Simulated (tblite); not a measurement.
C₉H₇P.
Bonds: C1–C2 (aromatic), C2–C3 (aromatic), C3–C4 (aromatic), C4–P5 (aromatic), P5–C6 (aromatic), C6–C7 (aromatic), C7–C8 (aromatic), C8–C9 (aromatic), C9–C10 (aromatic), C1–C10 (aromatic), C4–C9 (aromatic). Hydrogens: H11 on C1; H12 on C2; H13 on C3; H14 on C6; H15 on C7; H16 on C8; H17 on C10.

A start from a force field or distance geometry was refined with tblite 0.8.0, GFN2-xTB geometry optimisation, gas phase. Values at the start:

```csv
coordinate,start
C1–C2,1.396 Å
C1–C10,1.411 Å
C1–H11,1.078 Å
C2–C3,1.375 Å
C2–H12,1.085 Å
C3–H13,1.085 Å
C4–P5,1.844 Å
C4–C9,1.426 Å
P5–C6,1.829 Å
C6–C7,1.385 Å
C6–H14,1.079 Å
C7–C8,1.412 Å
C7–H15,1.094 Å
C8–C9,1.408 Å
C8–H16,1.100 Å
C9–C10,1.397 Å
C1–C2–C3,120.4°
C2–C1–C10,119.3°
C4–C9–C8,122.8°
P5–C4–C9,123.2°
P5–C6–C7,123.2°
C6–C7–C8,125.0°
C7–C8–C9,125.2°
C8–C9–C10,118.9°
```

Task: How do these coordinates change at the GFN2-xTB level?

Result: 
| coordinate | GFN2-xTB (Å or °) | change |
| --- | --- | --- |
| P5–C6 | 1.714 | -0.115 |
| C4–P5 | 1.774 | -0.070 |
| C1–C10 | 1.367 | -0.044 |
| C7–C8 | 1.368 | -0.044 |
| C8–H16 | 1.082 | -0.018 |
| C9–C10 | 1.412 | +0.015 |
| C7–H15 | 1.083 | -0.011 |
| C6–C7 | 1.395 | +0.010 |
| C4–C9 | 1.417 | -0.009 |
| C2–C3 | 1.368 | -0.007 |
| C1–C2 | 1.401 | +0.005 |
| C2–H12 | 1.080 | -0.005 |
| C6–H14 | 1.083 | +0.004 |
| C8–C9 | 1.412 | +0.004 |
| C3–H13 | 1.082 | -0.003 |
| C1–H11 | 1.080 | +0.002 |
| P5–C6–C7 | 125.9 | +2.7 |
| C7–C8–C9 | 123.7 | -1.5 |
| C6–C7–C8 | 123.7 | -1.3 |
| C8–C9–C10 | 119.8 | +0.9 |
| C4–C9–C8 | 122.0 | -0.8 |
| C2–C1–C10 | 120.2 | +0.9 |
| P5–C4–C9 | 124.0 | +0.8 |
| C1–C2–C3 | 119.8 | -0.6 |

The energy falls by 7.8 kcal/mol over 23 L-BFGS steps, the largest force on an atom goes from 2.64 to 0.005 eV/Å, and the atoms move by 0.052 Å rms after alignment. The bond that changes most is P5–C6 (ends: phosphorus bonded to 2 C; aromatic CH carbon), which shortens by 0.115 Å. Bonds longer at the end by more than 0.005 Å: 3 of 18; shorter: 8. Rotational constants go from 2320, 1039, 717.8 to 2379, 1078, 742.0 MHz.

Its GFN2-xTB frequencies are all real (lowest 127 cm⁻¹).

All values are computed, not measured.
